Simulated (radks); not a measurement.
Q: The mean radii <r> (bohr) of the occupied orbitals of an atom or ion are listed with their occupations. All-electron calculation, scalar-relativistic Kohn-Sham, BLYP, spin-polarised, spherical densities, finite nucleus; Fermi nuclear charge, rms radius of each element as measured or else 0.836 A^(1/3) + 0.57 fm. Program: a radial shooting solver on a logarithmic mesh with Libxc functionals.

orbital  occ.      <r>
1s down     1  0.05846
1s up       1  0.05846
2s up       1   0.2668
2s down     1   0.2666
2p up       3   0.2354
2p down     3   0.2352
3s up       1   0.7596
3s down     1   0.7608
3p up       3   0.7763
3p down     3   0.7779
3d up       1   0.7827

Name the element and its charge. Open shells, if any, are filled with parallel spins first.

A: Z = 26, iron, charge +7: Fe7+ in [Ar] 3d1. The 1s radius gives Z: for a bare nucleus <r> = (2 gamma + 1)/(2Z) with gamma = sqrt(1 - (Z/c)^2), 0.05699 bohr for Z = 26, and screening makes it slightly larger (0.05846 here). The occupations add up to 19, and the charge is Z minus that.
